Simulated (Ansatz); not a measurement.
C5H6, SMILES `CC1=CC=C1` (charge 0, multiplicity 1).

All values below come from PBE0/cc-pVTZ // B3LYP-D3(BJ)/def2-TZVP in Ansatz (a program for electronic structure).

Ansatz 0.2 input:
```yaml
crystal:
  periodic: [false, false, false]
  atoms:
    - { symbol: C, position_ang: [-1.676299, 0.092273, 0.002611] }
    - { symbol: C, position_ang: [-0.211848, -0.07464, -0.006939] }
    - { symbol: C, position_ang: [0.659854, -1.080059, -0.088972] }
    - { symbol: C, position_ang: [1.849328, -0.060195, 0.000603] }
    - { symbol: C, position_ang: [0.992323, 0.953478, 0.083421] }
    - { symbol: H, position_ang: [-2.008403, 0.58349, 0.923856] }
    - { symbol: H, position_ang: [-2.003016, 0.73084, -0.825501] }
    - { symbol: H, position_ang: [-2.183427, -0.870098, -0.080012] }
    - { symbol: H, position_ang: [0.577485, -2.15278, -0.179619] }
    - { symbol: H, position_ang: [2.925663, -0.148211, -0.003518] }
    - { symbol: H, position_ang: [1.07834, 2.025905, 0.17407] }
basis:
  gaussian: { orbitals: cc-pVTZ }
hamiltonian:
  xc: pbe0
```

Output:

```
Functional definition: PBE0
1225 factors; their error is unknown
mean field evaluation 1: about -5266.3169 eV, gradient 5.8e1 eV
mean field evaluation 2: about -5264.7960 eV, gradient 6.2e1 eV
mean field evaluation 4: about -5274.2435 eV, gradient 4.8e0 eV
mean field evaluation 8: about -5274.2933 eV, gradient 3.4e-1 eV
mean field evaluation 16: about -5274.2835 eV, gradient 9.3e-5 eV
mean field -5274.28351252 eV, -193.8263440473 hartree, gradient 2.5e-5 eV, S^2 0.000000; 0 other end points of the search recorded, 0 dependent functions left out
reference -5274.28354053 eV, -193.8263450769 hartree; 18, 18 occupied and 216, 216 virtual orbitals, 1225 factors
Total energy: -5274.28354053 eV, -193.8263450769 hartree
```
